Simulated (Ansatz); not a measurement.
Harmonic frequencies (cm⁻¹) at PBE0-D4/def2-TZVP from Ansatz: 137, 183, 368, 452, 537, 621, 900, 997, 1034, 1239, 1362, 1732, 1853, 2981, 3523.

Each molecule was computed in one conformer, which needn't be the lowest.

Q: Which molecule is it?
A. `O=[CH][GaH2]`
B. `[Cl][GeH]1[CH]=[CH]1`
C. `NC(=S)[SeH]`
D. `N=C(Br)C=O`

A: D.
